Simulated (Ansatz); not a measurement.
Mulliken charges of Al2H6OSi, SMILES `[AlH2][O][SiH2][AlH2]` from B3LYP/def2-TZVPP in Ansatz (PBE0-D4/def2-TZVP geometry).

| atom | x (Å) | y (Å) | z (Å) | charge (e) |
| --- | --- | --- | --- | --- |
| Al1 | -2.285 | -0.216 | -1.069 | 0.464 |
| O2 | -0.903 | -0.450 | -0.142 | -0.318 |
| Si3 | 0.435 | -0.679 | 0.769 | 0.216 |
| Al4 | 2.153 | 1.033 | 0.325 | 0.368 |
| H5 | -3.411 | 0.732 | -0.496 | -0.139 |
| H6 | -2.376 | -0.951 | -2.464 | -0.139 |
| H7 | 0.981 | -2.048 | 0.511 | -0.086 |
| H8 | 0.053 | -0.674 | 2.216 | -0.086 |
| H9 | 3.540 | 1.019 | 1.104 | -0.137 |
| H10 | 1.896 | 2.181 | -0.750 | -0.143 |

**Question.** By hand: the dipole of these point charges (1 e Å = 4.8032 D).

**Answer.** Σ q r = (0.073, 0.089, -0.032) e Å, of length 0.119 e Å = 0.57 D.

**Question.** How does the dipole of the full density compare? (An estimate is asked.)

**Answer.** Computed: (-0.057, 0.006, -0.035) e Å, 0.32 D; the point charges give 1.78 times that, at 108° from its direction.

Point charges leave out the atoms' own dipoles, such as those of lone pairs, and Mulliken's split depends on the basis, so the two needn't agree.

B3LYP here is the variant with VWN-RPA as its local correlation; programs differ in this.
